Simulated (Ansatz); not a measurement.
System: CH$_{4}$BO, charge 0, doublet. CH4BO (SMILES [BH]OC, doublet).
B3LYP-D3(BJ)/def2-TZVP minimum from Ansatz (a first-principles code):
```
C
H 1 1.0889
H 1 1.0889 2 109.46
H 1 1.0911 2 110.14 3 -121.24
O 1 1.4399 2 108.16 3 117.63
B 5 1.3200 1 124.81 2 120.77
H 6 1.2036 5 125.03 1 0.00
```
Charge 0, spin multiplicity 2.

Total energies in hartree (Ansatz). UHF or UKS for unpaired electrons; spin-orbit terms are left out. Cores are frozen in correlated methods. No relativity. For partners of very few electrons the exact lower level stands in for a higher one.

```csv
species,HF/cc-pVTZ,CCSD(T)/cc-pVTZ,HF/cc-pVQZ,CCSD(T)/cc-pVQZ,CCSD(T)/cc-pVDZ,CCSDT(Q)/cc-pVDZ
"1: CH4BO (SMILES [BH]OC, doublet)",-139.76070,-140.29498,-139.77095,-140.33700,-140.14987,-140.15157
2: B (doublet),-24.53207,-24.59810,-24.53297,-24.60084,-24.58941,-24.58977
3: H (doublet),-0.49981,-0.49981,-0.49995,-0.49995,-0.49928,-0.49928
4: O (triplet),-74.81176,-74.97396,-74.81729,-74.99357,-74.90995,-74.91013
5: C (triplet),-37.69157,-37.78076,-37.69331,-37.78654,-37.76038,-37.76071
```

**Question.** Work out the atomisation energy (electronic, to ground-state atoms) in kJ/mol: take Hartree-Fock from cc-pVQZ, extrapolate the CCSD(T) correlation energy as X^-3 (X = 3, 4), and add CCSDT(Q) - CCSD(T) in cc-pVDZ. 1 hartree = 2625.5 kJ/mol.

**Answer.** 
Species 1: correlation (64·(-0.56605) - 27·(-0.53428))/37 = -0.58923; step -0.00170; E1 = -139.77095 + (-0.58923) + (-0.00170) = -140.36188
Species 2: correlation (64·(-0.06787) - 27·(-0.06603))/37 = -0.06921; step -0.00036; E2 = -24.53297 + (-0.06921) + (-0.00036) = -24.60254
Species 3: correlation (64·(0.00000) - 27·(0.00000))/37 = 0.00000; step +0.00000; E3 = -0.49995 + (0.00000) + (+0.00000) = -0.49995
Species 4: correlation (64·(-0.17628) - 27·(-0.16220))/37 = -0.18655; step -0.00018; E4 = -74.81729 + (-0.18655) + (-0.00018) = -75.00402
Species 5: correlation (64·(-0.09323) - 27·(-0.08919))/37 = -0.09618; step -0.00033; E5 = -37.69331 + (-0.09618) + (-0.00033) = -37.78982
-1·E1 +1·E2 +4·E3 +1·E4 +1·E5 = 0.96570 hartree = 2535.4 kJ/mol.
